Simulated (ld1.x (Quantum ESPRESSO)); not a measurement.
**chromium (Cr), RRKJ: configuration errors across variants**

```json
{"Element": "chromium", "Generator": "ld1.x (Quantum ESPRESSO) 7.5", "Type": "norm-conserving RRKJ (Kleinman–Bylander form)", "Functional": "PBE", "Relativity": "scalar-relativistic", "Frozen core": "[Ne]", "Valence charge": "14", "Reference configuration": "3s2 3p6 3d5 4s1 4p0", "Partial waves": "3s (bound): rc 0.80 bohr; 3p (bound): rc 0.90 bohr; 3d (bound): rc 2.15 bohr", "Local potential": "all-electron potential smoothed inside 1.55 bohr (lloc = -2)", "Core correction": "none", "rho0": "0.005"}
```

Occupied shells without a wave of their own: 4s. They enter only through the test configuration that unscreens the potential.

All-electron excitation energies from the reference (eV): (1) 3s2 3p6 3d5 4s0 4p0 6.901; (2) 3s2 3p6 3d4 4s0 4p0 22.953; (3) 3s2 3p6 3d3 4s0 4p0 53.702; (4) 3s2 3p6 3d4 4s1 4p1 3.506; (5) 3s2 3p6 3d4 4s1 4p0 7.987; (6) 3s2 3p5 3d5 4s1 4p0 51.513; (7) 3s1 3p6 3d5 4s1 4p0 80.250.

For the base: The 4s level has no wave, so the channel is fitted at the deeper level alone: the likely source of the large errors.

Tests that are not counted but printed errors over 1 eV. “all radii scaled by about 1.15 (s 0.92, p 1.04, d 2.48 bohr); local potential all-electron potential smoothed inside 1.78 bohr (lloc = -2)”: all (the test run did not reproduce the reference configuration, from which every error is measured). “all radii scaled by about 1.36 (s 1.08, p 1.22, d 2.92 bohr); local potential all-electron potential smoothed inside 2.10 bohr (lloc = -2)”: all (the test run did not reproduce the reference configuration, from which every error is measured).

1 further variants failed, have other tests or too few solved ones, and are left out.

The file “all radii scaled by about 1.36 (s 1.08, p 1.22, d 2.92 bohr); local potential all-electron potential smoothed inside 2.10 bohr (lloc = -2)” misses its own reference levels by 0.5 eV.

Errors AE − PS in meV (a dash: test not solved or not reliable):

```tsv
change	(1)	(2)	(3)	(4)	(5)	(6)	(7)	bound ghosts
base	+25	-6.9	+373	-4.9	+40	-509	-620	none
all radii scaled by about 0.92 (s 0.74, p 0.82, d 1.98 bohr); local potential all-electron potential smoothed inside 1.42 bohr (lloc = -2)	-232	-423	-424	+4.9	+24	-307	-390	none
all radii scaled by about 1.15 (s 0.92, p 1.04, d 2.48 bohr); local potential all-electron potential smoothed inside 1.78 bohr (lloc = -2)	–	–	–	–	–	–	–	none
all radii scaled by about 1.36 (s 1.08, p 1.22, d 2.92 bohr); local potential all-electron potential smoothed inside 2.10 bohr (lloc = -2)	–	–	–	–	–	–	–	none
```

(1) Give the same row for: all radii scaled by about 1.23 (s 0.98, p 1.10, d 2.64 bohr); local potential all-electron potential smoothed inside 1.92 bohr (lloc = -2).

Results:

(1) –, –, –, –, –, –, –; bound ghosts: none. Not counted: all (the test run did not reproduce the reference configuration, from which every error is measured).
